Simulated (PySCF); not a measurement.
C₆H₁₄N₂.
Atom-mapped SMILES: `[CH3:1]/[CH:2]=[C:3](\[CH2:4][NH2:5])[CH2:6][CH2:7][NH2:8]` (hydrogens: H9, H10, H11 on C1; H12 on C2; H13, H14 on C4; H15, H16 on N5; H17, H18 on C6; H19, H20 on C7; H21, H22 on N8)

The same species was optimised twice, with GFN2-xTB and with PBE0-D3(BJ)/def2-SVP (PySCF), and the same property calculations (PySCF, gas phase) were run on both structures.

| coordinate | GFN2-xTB | PBE0-D3(BJ)/def2-SVP | change |
| --- | --- | --- | --- |
| C2=C3 (Å) | 1.329 | 1.343 | +0.014 |
| C6–C7 (Å) | 1.546 | 1.538 | -0.008 |
| C4–N5 (Å) | 1.461 | 1.454 | -0.007 |
| C3–C4 (Å) | 1.512 | 1.517 | +0.005 |
| C7–N8 (Å) | 1.448 | 1.446 | -0.002 |
| C3–C6 (Å) | 1.507 | 1.507 | 0.000 |
| C1–C2 (Å) | 1.493 | 1.493 | 0.000 |
| C3–C6–C7 (°) | 111.7 | 114.1 | +2.4 |
| C6–C7–N8 (°) | 115.7 | 117.8 | +2.1 |
| C3–C4–N5 (°) | 110.4 | 111.7 | +1.3 |
| C1–C2–C3 (°) | 125.9 | 126.8 | +0.9 |
| C2–C3–C4 (°) | 122.1 | 121.9 | -0.2 |
| C4–C3–C6 (°) | 117.1 | 117.3 | +0.2 |
| C2–C3–C6 (°) | 120.8 | 120.8 | 0.0 |
| C2–C3–C4–N5 (°) | -65 | -63 | +2 |
| C2–C3–C6–C7 (°) | -85 | -95 | -10 |
| C3–C6–C7–N8 (°) | -62 | -58 | +4 |

Rotational constants: A = 2729, B = 1264, C = 1047 MHz (GFN2-xTB) against A = 2722, B = 1249, C = 1026 MHz (PBE0-D3(BJ)/def2-SVP). Point groups within 0.08 Å: C1 and C1.

On the GFN2-xTB structure: HOMO (eV) -6.42 [PBE0/pcSseg-1]; LUMO (eV) 0.29 [PBE0/pcSseg-1]; dipole (D) 1.80 [PBE0/pcSseg-1]; GIAO shielding of C1 (ppm) 170.8 [PBE0/pcSseg-1]; GIAO shielding of C2 (ppm) 48.6 [PBE0/pcSseg-1]; GIAO shielding of C3 (ppm) 39.0 [PBE0/pcSseg-1]; GIAO shielding of C4 (ppm) 134.1 [PBE0/pcSseg-1]; GIAO shielding of N5 (ppm) 229.5 [PBE0/pcSseg-1]; GIAO shielding of C6 (ppm) 136.7 [PBE0/pcSseg-1]; GIAO shielding of C7 (ppm) 133.0 [PBE0/pcSseg-1]; GIAO shielding of N8 (ppm) 228.6 [PBE0/pcSseg-1].

Q: What do these properties become on the PBE0-D3(BJ)/def2-SVP structure?

A: 
```json
{"property": "HOMO (eV)", "level": "PBE0/pcSseg-1", "on GFN2-xTB": "-6.42", "on PBE0-D3(BJ)/def2-SVP": "-6.45", "change": "-0.03"}
{"property": "LUMO (eV)", "level": "PBE0/pcSseg-1", "on GFN2-xTB": "0.29", "on PBE0-D3(BJ)/def2-SVP": "0.27", "change": "-0.02"}
{"property": "dipole (D)", "level": "PBE0/pcSseg-1", "on GFN2-xTB": "1.80", "on PBE0-D3(BJ)/def2-SVP": "1.66", "change": "-0.14"}
{"property": "energy, GFN2-xTB geometry as zero (kcal/mol)", "level": "PBE0/pcSseg-1", "on GFN2-xTB": "0.0", "on PBE0-D3(BJ)/def2-SVP": "-0.8", "change": "-0.8"}
{"property": "GIAO shielding of C1 (ppm)", "level": "PBE0/pcSseg-1", "on GFN2-xTB": "170.8", "on PBE0-D3(BJ)/def2-SVP": "167.7", "change": "-3.1"}
{"property": "GIAO shielding of C2 (ppm)", "level": "PBE0/pcSseg-1", "on GFN2-xTB": "48.6", "on PBE0-D3(BJ)/def2-SVP": "44.7", "change": "-3.9"}
{"property": "GIAO shielding of C3 (ppm)", "level": "PBE0/pcSseg-1", "on GFN2-xTB": "39.0", "on PBE0-D3(BJ)/def2-SVP": "36.8", "change": "-2.2"}
{"property": "GIAO shielding of C4 (ppm)", "level": "PBE0/pcSseg-1", "on GFN2-xTB": "134.1", "on PBE0-D3(BJ)/def2-SVP": "134.9", "change": "+0.8"}
{"property": "GIAO shielding of N5 (ppm)", "level": "PBE0/pcSseg-1", "on GFN2-xTB": "229.5", "on PBE0-D3(BJ)/def2-SVP": "228.8", "change": "-0.7"}
{"property": "GIAO shielding of C6 (ppm)", "level": "PBE0/pcSseg-1", "on GFN2-xTB": "136.7", "on PBE0-D3(BJ)/def2-SVP": "135.8", "change": "-0.9"}
{"property": "GIAO shielding of C7 (ppm)", "level": "PBE0/pcSseg-1", "on GFN2-xTB": "133.0", "on PBE0-D3(BJ)/def2-SVP": "134.0", "change": "+1.0"}
{"property": "GIAO shielding of N8 (ppm)", "level": "PBE0/pcSseg-1", "on GFN2-xTB": "228.6", "on PBE0-D3(BJ)/def2-SVP": "227.8", "change": "-0.8"}
```

The heavy atoms differ by 0.094 Å rms after alignment. Among bonds between heavy atoms C2=C3 changes most (+0.014 Å). Changes are differences of the printed values. Neither structure is proved a minimum here.
